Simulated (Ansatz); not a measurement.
A run for Ansatz (a first-principles code): R-CAM-B3LYP/def2-TZVPP on C2H6 (SMILES CC).

Ansatz 0.2 input:
```yaml
crystal:
  periodic: [false, false, false]
  atoms:
    - {symbol: C, position_ang: [0.00001210, -0.00000000, 0.76310000]}
    - {symbol: H, position_ang: [1.01713496, 0.00000000, 1.16010643]}
    - {symbol: H, position_ang: [-0.50853653, 0.88084522, 1.16014233]}
    - {symbol: H, position_ang: [-0.50853653, -0.88084522, 1.16014233]}
    - {symbol: C, position_ang: [-0.00001210, 0.00000000, -0.76310000]}
    - {symbol: H, position_ang: [0.50853653, 0.88084522, -1.16014233]}
    - {symbol: H, position_ang: [-1.01713496, 0.00000000, -1.16010643]}
    - {symbol: H, position_ang: [0.50853653, -0.88084522, -1.16014233]}
basis:
  gaussian:
    orbitals: def2-TZVPP
hamiltonian:
  xc: {name: CAM-B3LYP}
scf: {lower_state_search: off}
```

Program output:

```
WARN ansatz: RAYON_NUM_THREADS=4 ignored (pool sized by the plan → 4); use --threads N
Functional definition: CAM-B3LYP
these checks for a lower state are left out or cut short: stability, starts, cluster_reference, orbital_swaps, neighbouring_geometries, increment
integrals: 0.04 GiB planned
714 factors; their error is unknown
integrals: 0.08 GiB planned
204 factors; integrals over basis functions are off by at most 8.9e-6 eV
mean field: 0.53 GiB planned
mean field evaluation 1: about -2166.6871 eV, gradient 4.7e1 eV
mean field evaluation 2: about -2167.3335 eV, gradient 4.3e1 eV
mean field evaluation 4: about -2171.6629 eV, gradient 3.0e-1 eV
mean field evaluation 8: about -2171.6454 eV, gradient 2.3e-3 eV
mean field -2171.64539095 eV, -79.8064961234 hartree, gradient 1.5e-6 eV, S^2 0.000000; 0 other end points of the search recorded, 0 dependent functions left out
reference -2171.64550744 eV, -79.8065004041 hartree; 9, 9 occupied and 137, 137 virtual orbitals, 714 factors
Total energy: -2171.64550744 eV, -79.8065004041 hartree
Checks for a lower state left out: stability, starts, cluster_reference, orbital_swaps, neighbouring_geometries, increment
```

Self-consistency was reached.

Cost: about 1.9 core-seconds (a rough figure).
